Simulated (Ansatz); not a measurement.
Cost and result for the atomization energy of CH8BGaSi (12 atoms, 11 bonds).

```xyz
12

B    -0.3530    1.2153    0.8459
Si   -0.0445   -0.7280    0.2848
C     1.0185   -0.7876   -1.2597
Ga   -2.5028    0.7904    0.5468
H     0.7631    1.6173    1.0565
H    -1.0425    1.3473    1.8726
H     0.6131   -1.4341    1.4203
H     1.9466   -0.2346   -1.1002
H     0.4960   -0.3294   -2.1028
H     1.2685   -1.8154   -1.5301
H    -1.2775   -1.5541    0.0025
H    -0.8855    1.9129   -0.0366
```

Charge 0, multiplicity 1. Correlated methods include outer-core shells of Ga, which these sets cover unevenly. Scalar relativity is left out up to krypton. The bonds changed during the relaxation, so this is another structure than the one it started from. All single points use the PBE0-D4/def2-TZVP geometry. Program: Ansatz. All runs use 4 threads of an Arm Neoverse V2 on a shared host. Times are those of one run each, without the atoms' runs, and a repeat can differ threefold. Electronic energies, without spin–orbit coupling; frozen cores. CCSD(T)/CBS adds CCSD(T) − MP2 in def2-TZVPP to the MP2 limit, and its time is that of the two runs behind it. T1 = 0.013. With those shells the extrapolation isn't a true limit. B3LYP takes the VWN-RPA correlation (the form of Gaussian; ORCA's B3LYP/G).

CCSD(T)/CBS is a level of theory with its own doubt, some kJ/mol a heavy atom from the limit and from the frozen cores, so smaller differences don't rank the functionals.

| level | functions | wall time |
| --- | --- | --- |
| PBE-D4/def2-TZVPP (with forces) | 264 | 3.1 s |
| PBE0-D4/def2-TZVPP | 264 | 4 s |
| r2SCAN-D4/def2-TZVPP (with forces) | 264 | 6.5 s |
| B3LYP-D4/def2-TZVPP (with forces) | 264 | 6.5 s |
| B2PLYP/def2-TZVPP | 264 | 7 s |
| ωB97X-V/def2-TZVPP | 264 | 11 s |
| ωB97M-V/def2-TZVPP (with forces) | 264 | 15 s |
| MP2/def2-QZVPP | 513 | 33 s |
| CCSD(T)/def2-TZVPP | 264 | 3.2 min |
| CCSD(T)/CBS(def2) | – | 3.8 min |

(1) What atomization energy does each give, and how far from CCSD(T)/CBS? (Estimate.)

Results:

(1) The calculation gave: 
```json
{"level": "PBE-D4/def2-TZVPP (with forces)", "atomization (kJ/mol)": "3855.3", "difference from CCSD(T)/CBS": "25.7", "per bond": "2.3"}
{"level": "PBE0-D4/def2-TZVPP", "atomization (kJ/mol)": "3831.9", "difference from CCSD(T)/CBS": "2.3", "per bond": "0.2"}
{"level": "r2SCAN-D4/def2-TZVPP (with forces)", "atomization (kJ/mol)": "3854.6", "difference from CCSD(T)/CBS": "25.0", "per bond": "2.3"}
{"level": "B3LYP-D4/def2-TZVPP (with forces)", "atomization (kJ/mol)": "3831.1", "difference from CCSD(T)/CBS": "1.5", "per bond": "0.1"}
{"level": "B2PLYP/def2-TZVPP", "atomization (kJ/mol)": "3777.9", "difference from CCSD(T)/CBS": "-51.7", "per bond": "-4.7"}
{"level": "ωB97X-V/def2-TZVPP", "atomization (kJ/mol)": "3839.0", "difference from CCSD(T)/CBS": "9.4", "per bond": "0.9"}
{"level": "ωB97M-V/def2-TZVPP (with forces)", "atomization (kJ/mol)": "3837.9", "difference from CCSD(T)/CBS": "8.3", "per bond": "0.8"}
{"level": "MP2/def2-QZVPP", "atomization (kJ/mol)": "3790.3", "difference from CCSD(T)/CBS": "-39.3", "per bond": "-3.6"}
{"level": "CCSD(T)/def2-TZVPP", "atomization (kJ/mol)": "3748.0", "difference from CCSD(T)/CBS": "-81.6", "per bond": "-7.4"}
{"level": "CCSD(T)/CBS(def2)", "atomization (kJ/mol)": "3829.6", "difference from CCSD(T)/CBS": "0.0", "per bond": "0.0"}
```

In def2-TZVPP, CCSD(T) changes the Hartree–Fock value by +837.2 kJ/mol (the triples alone add +42.8 kJ/mol) and MP2 by +831.9 kJ/mol; breaking electron pairs costs correlation energy, which Hartree–Fock lacks. The D4 term adds +43.0 kJ/mol with B3LYP and +22.5 kJ/mol with PBE0; it sums over pairs of atoms, weighted by their polarisabilities, and B3LYP, whose exchange is more repulsive, gets the larger term. From PBE to PBE0 (25 % exact exchange), in def2-TZVPP and without D4, the atomization energy moves by −19.4 kJ/mol: exact exchange takes away binding that semilocal exchange gives to molecules.
